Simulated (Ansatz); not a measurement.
Cost and result for the atomization energy of C2H6FNOSi, SMILES `FC1OCN1[SiH3]` (12 atoms, 12 bonds).

```json
{"atom": "F1", "x (Å)": "-2.113", "y (Å)": "0.464", "z (Å)": "0.114"}
{"atom": "C2", "x (Å)": "-1.112", "y (Å)": "0.239", "z (Å)": "-0.802"}
{"atom": "O3", "x (Å)": "-0.586", "y (Å)": "1.433", "z (Å)": "-1.293"}
{"atom": "C4", "x (Å)": "0.656", "y (Å)": "1.133", "z (Å)": "-0.646"}
{"atom": "N5", "x (Å)": "0.127", "y (Å)": "-0.153", "z (Å)": "-0.220"}
{"atom": "Si6", "x (Å)": "0.471", "y (Å)": "-1.177", "z (Å)": "1.130"}
{"atom": "H7", "x (Å)": "-1.556", "y (Å)": "-0.409", "z (Å)": "-1.565"}
{"atom": "H8", "x (Å)": "1.479", "y (Å)": "1.071", "z (Å)": "-1.363"}
{"atom": "H9", "x (Å)": "0.892", "y (Å)": "1.847", "z (Å)": "0.153"}
{"atom": "H10", "x (Å)": "0.189", "y (Å)": "-0.550", "z (Å)": "2.450"}
{"atom": "H11", "x (Å)": "-0.363", "y (Å)": "-2.391", "z (Å)": "0.968"}
{"atom": "H12", "x (Å)": "1.917", "y (Å)": "-1.507", "z (Å)": "1.072"}
```

The species carries charge 0 and has multiplicity 1. The structure was optimised at the PBE0-D4/def2-TZVP level. Program: Ansatz. All runs use 4 threads of an Arm Neoverse V1 on a shared host. Times are those of one run each, without the atoms' runs, and a repeat can differ threefold. Electronic energies, without spin–orbit coupling; frozen cores. CCSD(T)/CBS adds CCSD(T) − MP2 in def2-TZVPP to the MP2 limit, and its time is that of the two runs behind it. T1 = 0.012. B3LYP takes the VWN-RPA correlation (the form of Gaussian; ORCA's B3LYP/G).

CCSD(T)/CBS is a level of theory with its own doubt, some kJ/mol a heavy atom from the limit and from the frozen cores, so smaller differences don't rank the functionals.

| level | functions | wall time | atomization (kcal/mol) | difference from CCSD(T)/CBS | per bond |
| --- | --- | --- | --- | --- | --- |
| PBE-D4/def2-TZVPP (with forces) | 281 | 3.2 s | 1091.6 | 30.7 | 2.6 |
| PBE0-D4/def2-TZVPP | 281 | 4 s | 1064.5 | 3.6 | 0.3 |
| r2SCAN-D4/def2-TZVPP (with forces) | 281 | 6.5 s | 1062.3 | 1.4 | 0.1 |
| B3LYP-D4/def2-TZVPP (with forces) | 281 | 6.5 s | 1060.8 | -0.1 | 0.0 |
| B2PLYP/def2-TZVPP | 281 | 7.5 s | 1048.8 | -12.1 | -1.0 |
| ωB97X-V/def2-TZVPP | 281 | 10 s | 1070.4 | 9.5 | 0.8 |
| ωB97M-V/def2-TZVPP (with forces) | 281 | 15 s | 1067.2 | 6.3 | 0.5 |
| MP2/def2-QZVPP | 535 | 34 s | 1071.5 | 10.6 | 0.9 |
| CCSD(T)/def2-TZVPP | 281 | 6 min | 1029.8 | -31.1 | -2.6 |
| CCSD(T)/CBS(def2) | – | 6.6 min | 1060.9 | 0.0 | 0.0 |

The D4 term adds +9.6 kcal/mol with B3LYP and +5.1 kcal/mol with PBE0; it sums over pairs of atoms, weighted by their polarisabilities, and B3LYP, whose exchange is more repulsive, gets the larger term. In def2-TZVPP, CCSD(T) changes the Hartree–Fock value by +297.5 kcal/mol (the triples alone add +18.7 kcal/mol) and MP2 by +320.6 kcal/mol; breaking electron pairs costs correlation energy, which Hartree–Fock lacks. From PBE to PBE0 (25 % exact exchange), in def2-TZVPP and without D4, the atomization energy moves by −26.2 kcal/mol: exact exchange takes away binding that semilocal exchange gives to molecules.
